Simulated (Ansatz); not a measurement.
gold atom (Au), doublet (core potentials on Au); Ansatz (an electronic-structure program) with PBE0-D3BJ/def2-SV(P).

Here is a job for Ansatz.
Ansatz 0.2 input:
```yaml
crystal:
  periodic: [false, false, false]
  atoms:
    - {symbol: Au, position_ang: [0.00000000, 0.00000000, 0.00000000]}
basis:
  gaussian:
    orbitals: def2-SV_P_.json
hamiltonian:
  xc: pbe0
  dispersion: d3bj
magnetization: {spin_polarized: true, initial_magnetization: 1}
```
The basis file holds def2-SV(P) in the JSON format of the Basis Set Exchange.

### Question
Predict the main parts of the log of this Ansatz run.

### Answer

```
Functional definition: PBE0
134 factors; integrals over basis functions are off by at most 2.6e-4 eV
mean field evaluation 1: about -3691.6201 eV, gradient 1.4e1 eV
mean field evaluation 2: about -3691.3117 eV, gradient 1.7e1 eV
mean field evaluation 4: about -3692.4923 eV, gradient 3.8e-1 eV
mean field evaluation 8: about -3692.4968 eV, gradient 5.0e-3 eV
mean field -3692.49682078 eV, -135.6967552993 hartree, gradient 2.3e-5 eV, S^2 0.751351; 0 other end points of the search recorded, 0 dependent functions left out
reference -3692.49684635 eV, -135.6967562390 hartree; 10, 9 occupied and 15, 16 virtual orbitals, 134 factors
Total energy: -3692.49684635 eV, -135.6967562390 hartree
```
